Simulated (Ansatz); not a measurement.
Consider the ligand exchange at the Si–O bond: `[F][Sn][O][SiH3]` + `COB(O)O` → `COB(O)O[SiH3]` + `[OH][Sn][F]`.

Calculated with Ansatz (gas phase, PBE0-D4/def2-TZVP geometries, no zero-point term in ΔE). CCSD(T)/CBS is the MP2 limit (def2-TZVPP, def2-QZVPP) plus CCSD(T) − MP2 in def2-TZVPP, frozen cores. Functionals use def2-TZVPP. def2 core potentials past Kr. For Sn outer-core shells are correlated without core-valence functions, which leaves a few kJ/mol of doubt a bond. One conformer a species, not always the lowest.

**Question.** Is it downhill or uphill in electronic energy at CCSD(T)/CBS, and by how much? (Best estimate.)

**Answer.** Computed: Uphill: ΔE = +35.5 kJ/mol.

**Question.** What do these levels give: r2SCAN-D4, ωB97X-V, ωB97M-V, B2PLYP, SCS-MP2/def2-TZVPP, SCS-MP2/def2-QZVPP? (An estimate is asked.)

**Answer.** Computed: r2SCAN-D4 32.8, ωB97X-V 36.2, ωB97M-V 36.0, B2PLYP 36.8, SCS-MP2/def2-TZVPP 39.0, SCS-MP2/def2-QZVPP 37.8 kJ/mol.

Largest T1 diagnostic among the species: 0.018.

From PBE to PBE0 (25 % exact exchange), in def2-TZVPP and without D4, ΔE moves by +3.1 kJ/mol. In def2-TZVPP, CCSD(T) changes the Hartree–Fock value by −6.2 kJ/mol (the triples alone add −1.4 kJ/mol) and MP2 by −4.8 kJ/mol.
